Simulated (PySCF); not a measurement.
BClGeH₄N, AlGeH₂NO (calculated)

All values are calculated (PySCF 2.14.0). Calculation on a computer-drawn molecule: the log of a Hartree-Fock and frozen-core CCSD(T) single point meant for a local Hartree-Fock minimum, with one planted fault or none, to be diagnosed. Offsets are logged minus clean, where the clean run is the same molecule without the fault. The reference is restricted for singlets and unrestricted otherwise, and also for a bond in bohr or an excited solution. Adding or removing an electron swaps singlet and doublet. The excited solution moves the top pair (singlet) or top alpha electron (doublet) to the lowest empty orbital. Highest occupied and lowest empty are orbital energies over both spins, largest force is the largest gradient component, triples share is (T) over the correlation energy, the T1 limit is 0.02 restricted and 0.045 unrestricted, electrons count all cores, a negative frequency is imaginary (commonest isotopes), and the dipole is about the centre of nuclear charge; on germanium a core potential holds 10 electrons, which the energies leave out, and 3d is frozen in MP2 and coupled-cluster steps.

Common to all runs: meant charge 0; meant basis cc-pV(D+d)Z; meant basis and core potential on germanium cc-pVDZ-PP ECP10MDF; logged SCF converged yes; logged CC converged yes; logged SCF stable within its kind yes; possible faults no fault, one electron removed, one electron added, multiplicity raised by two, geometry at a saddle point, SCF held on an excited solution, minimal basis STO-3G, one bond length entered in bohr, all coordinates scaled.

(1) BClGeH₄N

Logged structure:
```xyz
8
BClGeH4N
N     -1.4894     1.4211     0.8822
B     -1.8865     0.2711     0.2495
Ge    -1.0287    -0.5461    -1.4406
Cl     2.1452     1.9200    -2.6116
H     -0.7195     1.9796     0.5617
H     -1.9365     1.7806     1.7020
H     -1.9572    -0.5946    -2.6515
H     -0.3997    -1.9196    -1.2201
```

* meant multiplicity: 2
* logged electrons: 65
* logged basis functions: 94
* logged spin squared: 1.712
* logged highest occupied: -7.0593 eV
* logged lowest empty: -0.82483 eV
* logged largest force: 0.0081705 hartree/bohr
* logged T1 diagnostic: 0.065701
* logged D1 diagnostic: 0.4313
* logged triples share: 0.028095
* logged dipole magnitude: 2.5239 debye
* logged energy HF: -834.26037 hartree
* logged energy CCSD(T): -834.76398 hartree
* planted fault: one bond length entered in bohr, row 3 of the drawn bonds
* HF energy offset from clean run: 75.85 kcal/mol
* CCSD(T) energy offset from clean run: 88.4 kcal/mol

Drawn bonds:
```
atom  other atom  order
   1           2      1
   2           3      1
   3           4      1
   1           5      1
   1           6      1
   3           7      1
   3           8      1
```

Notes: T1 above single-reference limit.

(2) AlGeH₂NO

Logged structure:
```xyz
6
AlGeH2NO
N     -0.6595     0.6680     2.2933
Ge    -1.6275     0.6442     0.9266
O     -1.7013     1.7880    -0.3910
Al    -1.6915     2.9623    -1.6247
H     -0.0390     1.4636     2.3429
H     -2.6269    -0.4593     0.6583
```

* meant multiplicity: 1
* logged electrons: 63
* logged basis functions: 84
* logged spin squared: 0.7743
* logged highest occupied: 0.47169 eV
* logged lowest empty: 6.2594 eV
* logged largest force: 0.049937 hartree/bohr
* logged T1 diagnostic: 0.030275
* logged D1 diagnostic: 0.14436
* logged triples share: 0.035069
* logged dipole magnitude: 8.991 debye
* logged energy HF: -665.75575 hartree
* logged energy CCSD(T): -666.29844 hartree
* planted fault: ?

Drawn bonds:
```
atom  other atom  order
   1           2      2
   2           3      1
   3           4      1
   1           5      1
   2           6      1
```

Notes: highest electron not bound in this basis.

Question: Give the missing planted fault for AlGeH₂NO (entry 2).
Answer: one electron added

Further results for AlGeH₂NO (entry 2):

* HF energy offset from clean run: 21.85 kcal/mol
* CCSD(T) energy offset from clean run: 18.28 kcal/mol
